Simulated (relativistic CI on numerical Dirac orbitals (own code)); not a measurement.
# Sm27+: sensitivity of the levels to the model

Base calculation: Dirac-Coulomb-Breit CI, orbitals from a KLI potential per configuration, model QED, unscaled Slater integrals.

Configurations in the expansion (outside the closed core [Ar] 3d10): 4s2.4p5, 4s.4p6, 4s2.4p4.4d, 4s.4p5.4d, 4s2.4p4.4f, 4s.4p5.4f, 4p6.4d, 4s.4p4.4d2, 4s2.4p3.4d.4f, 4p6.4f, 4p5.4d2, 4p4.4d3, 4p4.4d2.4f. Double excitations out of closed p, d and f shells are left out; levels of such configurations are missing from the list, as are those of other unlisted configurations, and high levels can miss mixing partners.

Variants: (1) non-relativistic limit. Shifts of the energy above 4s2.4p5 2P°_3/2, in cm⁻¹, for the lowest level and the first level of each name with at least 55 % of one term (blank where a level changes its place among those of its configuration and J or its character, or is not in the variant):

```
            Level     Base     Δ(1)
  4s2.4p5 2P°_3/2        0        0
  4s2.4p5 2P°_1/2   281249  -281249
    4s.4p6 2S_1/2   798654  -300028
4s2.4p4.4d 4F_9/2   928670   -92895
4s2.4p4.4d 2D_3/2   934631         
4s2.4p4.4d 4D_1/2  1104431         
4s2.4p4.4d 2G_7/2  1171484         
4s2.4p4.4d 2G_9/2  1225558  -350684
4s2.4p4.4d 2S_1/2  1291987  -287986
4s.4p5.4d 4P°_1/2  1729273  -358374
4s.4p5.4d 4P°_3/2  1747981  -377082
4s.4p5.4d 4F°_7/2  1760615  -378235
4s.4p5.4d 4F°_9/2  1782808  -400428
4s.4p5.4d 4D°_7/2  1856854  -423414
```

At this charge energies of transitions that change n are usually good to better than 1 %, and those within a shell (Δn = 0) to a few per cent.

Ionisation energy from the two ground configurations alone: base 1015.92 eV. The NIST ASD value (theoretical) is 1016 eV.

LS names give the leading component of a level, which can be under half, so a name can repeat, a term be missing and a line seem to break the LS rules.
